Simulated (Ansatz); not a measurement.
Born–Oppenheimer molecular dynamics of ClF2Ge2H5O (11 atoms, charge 0, multiplicity 1). It starts at the highest image of a converged band. Of that band: Neighbouring images differ by up to 2.9 eV, so the band resolves the path poorly. A vibrational analysis at the climbing image gives one clearly imaginary mode, 1469i cm⁻¹: a first-order saddle point.

These are results of RHF/def2-SVP (Ansatz), not measurements.

```
ensemble                      : NVE (velocity Verlet)
time step                     : 0.5 fs
steps asked                   : 200
starting velocities drawn for : 300 K
seed                          : 2103
```

First frame:

```xyz
11
Properties=species:S:1:pos:R:3
Ge -0.358 -0.029 0.115
Ge 0.096 -0.069 2.821
H -1.053 0.093 3.807
H 0.772 -1.427 2.905
H 1.035 1.123 2.793
O 1.379 -0.204 0.212
H 1.838 -0.504 -0.561
F -0.616 1.489 -0.591
F -0.768 -1.301 -0.932
Cl -2.876 -0.055 0.888
H -1.306 -0.069 1.548
```

How far do the bonds stretch over the last three quarters of this one trajectory? (Pairs bonded in most of those frames.)


| bond | mean (Å) | spread (Å) | shortest | longest |
| --- | --- | --- | --- | --- |
| Ge1–Ge2 | 2.439 | 0.110 | 2.32 | 2.68 |
| Ge1–O6 | 1.744 | 0.032 | 1.70 | 1.80 |
| Ge1–F8 | 1.725 | 0.015 | 1.70 | 1.76 |
| Ge1–F9 | 1.730 | 0.010 | 1.72 | 1.75 |
| Ge2–H3 | 1.529 | 0.017 | 1.50 | 1.56 |
| Ge2–H4 | 1.532 | 0.016 | 1.50 | 1.56 |
| Ge2–H5 | 1.537 | 0.041 | 1.47 | 1.60 |
| O6–H7 | 0.952 | 0.032 | 0.90 | 1.00 |
| Cl10–H11 | 1.346 | 0.125 | 1.13 | 1.52 |

Mean temperature of the second half: 2230 K. The conserved energy stayed within 0.8 meV per atom of its start (net change -0.65 meV per atom), so the integration is sound. The kinetic energy rose, since the run started high on the potential surface and went downhill. It ends in pieces (ClH + F2Ge2H4O), so much of that is their flight and rotation, not heat. A run of 0.1 ps of so small a system gives no equilibrium averages. The orbitals stay closed-shell, which can raise the energy where a bond breaks towards radicals; this wasn't checked here.

Run time: 14 min on 4 threads of Arm Neoverse N1, on a shared host, peak memory 0.52 GiB.
